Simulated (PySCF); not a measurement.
PBE on Re⁺ (rhenium, charge +1), [Xe] 4f14 5d4 6s2, high-spin 5D determinant (an excited configuration). All numbers are calculated (PySCF 2.14, a scalar-relativistic core potential, in aug-cc-pVDZ-PP with ECP60MDF (5s5p4d2f, 54 functions)).

```
cycle= 1 E= -78.0789114870229  delta_E= 0.00251  |g|= 0.0937  |ddm|= 0.727
cycle= 2 E= -78.0981114432698  delta_E= -0.0192  |g|= 0.121  |ddm|= 0.923
cycle= 3 E= -78.0829950691094  delta_E= 0.0151  |g|= 0.032  |ddm|= 0.892
cycle= 4 E= -78.0833560128467  delta_E= -0.000361  |g|= 0.0158  |ddm|= 0.0542
cycle= 5 E= -78.0834384319179  delta_E= -8.24e-05  |g|= 0.0052  |ddm|= 0.08
cycle= 6 E= -78.0834518561652  delta_E= -1.34e-05  |g|= 0.000865  |ddm|= 0.0122
cycle= 7 E= -78.0834522560723  delta_E= -4e-07  |g|= 3e-05  |ddm|= 0.00171
cycle= 8 E= -78.0834522557405  delta_E= 3.32e-10  |g|= 1.23e-05  |ddm|= 0.000249
converged SCF energy = -78.0834522557405  <S^2> = 6.0038591  2S+1 = 5.0015434
```

Highest occupied orbital energy: -12.042 eV; ⟨L²⟩ = 7.83; populations by l: s 3.70, p 6.00, d 4.30, f 0.00.

(1) Can this result be used?

Results:

(1) Not for this state. The run converged. ⟨L²⟩ = 7.83 against 6 for a pure D term, so this real determinant mixes terms. Energies and moments cover only the electrons outside the core potential. Spin-orbit coupling, absent here, splits the open shell strongly. The s, p, d and f populations moved away from the nominal configuration during the SCF.
